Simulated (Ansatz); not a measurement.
Tuning the range parameter of LC-ωPBE so that −HOMO meets the ionisation energy; basis def2-SVP, Ansatz. System: `[H]/C=C/c1ccc(/C=C/c2ccccc2)cc1`. Charge 0, multiplicity 1. Geometry: PBE-D4/def2-SVP. The ionised state is a doublet.

Geometry of the singlet:

```xyz
30

H     6.2603    2.7401   -2.5567
C     5.2764    2.6505   -2.0729
C     4.6447    1.4573   -2.0043
C     3.3379    1.1711   -1.4011
C     2.8324   -0.1525   -1.4354
C     1.5966   -0.4811   -0.8801
C     0.7915    0.5037   -0.2555
C    -0.5122    0.2268    0.3396
C    -1.1632   -0.9695    0.3655
C    -2.4713   -1.2483    0.9565
C    -3.0079   -2.5553    0.8476
C    -4.2589   -2.8772    1.3881
C    -5.0095   -1.8978    2.0567
C    -4.4926   -0.5952    2.1787
C    -3.2441   -0.2740    1.6383
C     1.3005    1.8283   -0.2195
C     2.5361    2.1555   -0.7750
H     4.8436    3.5757   -1.6582
H     5.1477    0.5781   -2.4464
H     3.4373   -0.9387   -1.9147
H     1.2485   -1.5235   -0.9299
H    -0.9987    1.1017    0.8040
H    -0.6808   -1.8416   -0.1083
H    -2.4227   -3.3274    0.3231
H    -4.6513   -3.9006    1.2871
H    -5.9931   -2.1459    2.4831
H    -5.0734    0.1788    2.7035
H    -2.8589    0.7505    1.7483
H     0.6963    2.6142    0.2612
H     2.8887    3.1963   -0.7230
```

```tsv
ω (1/bohr)	HOMO (eV)	LUMO (eV)	vertical IE (eV)	HOMO + IE (eV)
0.1	-6.33	-1.28	7.03	0.70
0.15	-6.80	-0.86	7.14	0.34
0.2	-7.18	-0.55	7.25	0.06
0.3	-7.72	-0.18	7.40	-0.31
```

(1) Where does the tuning condition hold?

Results:

(1) Near ω = 0.22 bohr⁻¹, by linear interpolation.
